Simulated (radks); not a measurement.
The numbers below are computed, except where a source is named.
How relativity changes the ionisation of the tantalum ion Ta3+ ([Xe] 4f14 5d2) to Ta4+ ([Xe] 4f14 5d1). Spin-unpolarised spherical Kohn-Sham, PBEsol, point nucleus unless stated (finite: rms radius 5.3507 fm), a radial shooting solver on a logarithmic mesh with Libxc functionals. A level marked "c x" has the speed of light scaled by that factor and shares open shells by 2j + 1; other Dirac levels either fill j = l - 1/2 first or share by 2j + 1.

| level | E(Ta3+) (hartree) | E(Ta4+) (hartree) | IE (eV) | HOMO | <r> HOMO (bohr) |
|---|---|---|---|---|---|
| non-rel. | -14797.8418 | -14796.5190 | 35.996 | 5d | 1.804 |
| scalar-rel. | -15598.1786 | -15596.8910 | 35.038 | 5d | 1.835 |
| scalar-rel., finite nucleus | -15595.9067 | -15594.6191 | 35.038 | 5d | 1.835 |
| Dirac, 2j+1 shares | -15619.4988 | -15618.2121 | 35.014 | 5d5/2 | 1.856 |
| Dirac, low j first | -15619.5353 | -15618.2331 | 35.434 | 5d3/2 | 1.814 |
| Dirac, 2j+1 shares, finite nucleus | -15617.2067 | -15615.9199 | 35.015 | 5d5/2 | 1.856 |
| Dirac, c x 1.5 | -15132.5508 | -15131.2444 | 35.550 | 5d5/2 | 1.826 |
| Dirac, c x 2 | -14980.9767 | -14979.6632 | 35.744 | 5d5/2 | 1.816 |
| Dirac, c x 5 | -14826.3197 | -14824.9984 | 35.956 | 5d5/2 | 1.806 |

NIST Atomic Spectra Database: 35 eV (theoretical). The relativistic part of the total energy of Ta3+ is -819.4 hartree (Dirac, 2j+1 shares, finite nucleus), 5.5 % of the non-relativistic value. Spin polarisation and multiplet splitting of open shells are left out at every level.

Beside tabulated values, note that relativity, absent from the non-relativistic runs, is large for the heavy elements, and spin-unpolarised runs miss the spin-polarisation part of the exchange energy of open shells.
